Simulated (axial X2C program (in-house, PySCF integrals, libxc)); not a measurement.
**Low determinants of RbS⁺ at the PBE0 level, with spin–orbit coupling**

Computed with an axial X2C code built on PySCF integrals. Two-component (2c) means X2C with spin–orbit coupling and atomic mean-field two-electron Coulomb and Gaunt terms. Basis: Rb dyall-cv3z [12s13p8d4f1g], S dyall-av3z [9s8p3d2f] (cores contracted in-house); Gaussian nuclei, density fitting, unrestricted open shells. Masses: Rb 84.912 u, S 31.972 u.

Search at 3.532 Å (vertical energies from the lowest determinant):

```tsv
ΔE (eV)	state	electrons beyond evenly filled partner blocks	electrons in ±ω = 1/2, 3/2, 5/2, 7/2
0.00	Ω = 1	ω = -1/2, ω = 3/2	37 13 2 0
0.35	Ω = 2	ω = 1/2, ω = 3/2	37 13 2 0
0.77	Ω = 1	2 × ω = 1/2	36 14 2 0
1.22	Ω = 0	none	38 12 2 0
1.33	Ω = 0	none	36 14 2 0
7.43	Ω = 0	3 × ω = 1/2, ω = -3/2	37 13 2 0
```

Lowest determinant, Ω = 1 (⟨Sz⟩ = 1.00, ⟨Lz⟩ = 0.00 at PBE0): Re = 3.494 Å, ωe = 92.2 cm⁻¹.

The determinant in row 2 of the search, Ω = 2 (⟨Sz⟩ = 1.00, ⟨Lz⟩ = 1.00 at PBE0), was followed along the bond at PBE0; measured from the minimum of the lowest determinant it gives:

Te = 0.345 eV (2779 cm⁻¹), Re = 3.718 Å, ωe = 43.1 cm⁻¹.

Q: Compare the bond of the determinant in row 2 with that of the lowest one.

A: At PBE0 its Re is 0.224 Å longer and its force constant, which goes as ωe², is 0.22 times that of the lowest determinant. T0 ≈ Te + Δωe/2 = 2779 + (-25) = 2754 cm⁻¹.

The search compares states at one distance, so a state with another bond length can lie lower; it is not exhaustive and yields mostly the lowest determinant of each block pattern, so other components and higher states of one pattern are missing. A followed state lies above the atoms to which the lowest one dissociates. These are energies of single determinants, not of spin-adapted states; PBE0 term energies can be off by some tenths of an eV, and the functional has no current term. Open-shell Ω = 0 determinants with evenly filled partner blocks cannot be reached by this program, so the Ω shown need not be the lowest component. The lowest determinant need not be the ground state where others lie within half an eV.
